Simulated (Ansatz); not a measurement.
Two members of one family (Same ligands, another metal), computed with Ansatz in the gas phase; def2 core potentials for Hf, Zr, no spin–orbit coupling. The two geometries come from different levels. A negative affinity means that the extra electron isn't bound at that geometry and level; within about 0.2 eV of zero the sign isn't settled. A dash marks a value that wasn't run or was left out as unsound. The structures are stationary points that may keep the symmetry of their start. Remarks come from the PBE and PBE0 runs and from stability tests at other levels; not every state was tested. A HOMO above zero means that the electron is unbound at that level and held by the basis, or that self-interaction error raises the level; the energy of removing that electron tells which. HOMO above LUMO (over both spins in singlets and doublets, within one spin in higher multiplets; at PBE or PBE0), or a gap under 0.15 eV within one spin, warns that the state may not be the lowest or that an electron is smeared out.

First: HfF4 (singlet, charge 0, PBE0-D4/def2-SVP geometry).

```xyz
5

Hf    0.000    0.000    0.000
F    -0.153    1.027   -1.595
F     0.664   -1.734   -0.423
F    -1.711   -0.158    0.820
F     1.200    0.865    1.198
```

| level | HOMO (eV) | LUMO (eV) | gap (eV) | vertical IE (eV) | vertical EA (eV) |
| --- | --- | --- | --- | --- | --- |
| PBE-D4/def2-SVP | -9.89 | -1.55 | 8.34 | – | – |
| PBE-D4/def2-TZVP | -10.10 | -1.63 | 8.47 | 13.48 | – |
| r2SCAN-D4/def2-TZVP | -10.61 | -1.34 | 9.27 | 13.85 | – |
| r2SCAN-D4/def2-TZVPD | -10.63 | -1.35 | 9.29 | – | -0.36 |
| PBE0-D4/def2-TZVPD | -12.20 | -0.99 | 11.21 | – | -0.29 |

Metal–donor distances: 4 × F 1.90 Å. Remarks: gap within one spin near zero at PBE or PBE0 (+1 doublet), HOMO above zero (-1 doublet).

Second: ZrF4 (singlet, charge 0, PBE-D4/def2-SVP geometry).

```xyz
5

Zr    0.0001   -0.0001   -0.0001
F    -1.4931   -1.1107   -0.4219
F     1.5988   -0.8043   -0.6627
F     0.1275    0.2028    1.8934
F    -0.2334    1.7123   -0.8087
```

Task: What does the change do? Estimate second minus first.

Result: 
| level | Δ HOMO (eV) | Δ LUMO (eV) | Δ gap (eV) | Δ vertical IE (eV) | Δ vertical EA (eV) |
| --- | --- | --- | --- | --- | --- |
| PBE-D4/def2-SVP | 0.02 | -0.62 | -0.64 | – | – |
| PBE-D4/def2-TZVP | -0.04 | -0.72 | -0.69 | 0.03 | – |
| r2SCAN-D4/def2-TZVP | -0.03 | -0.85 | -0.82 | 0.02 | – |
| r2SCAN-D4/def2-TZVPD | -0.01 | -0.82 | -0.81 | – | -0.06 |
| PBE0-D4/def2-TZVPD | -0.01 | -0.49 | -0.48 | – | -0.07 |

Metal–donor distances: 4 × F 1.91 Å. Remarks: gap within one spin near zero at PBE or PBE0 (+1 doublet), HOMO above zero (-1 doublet).
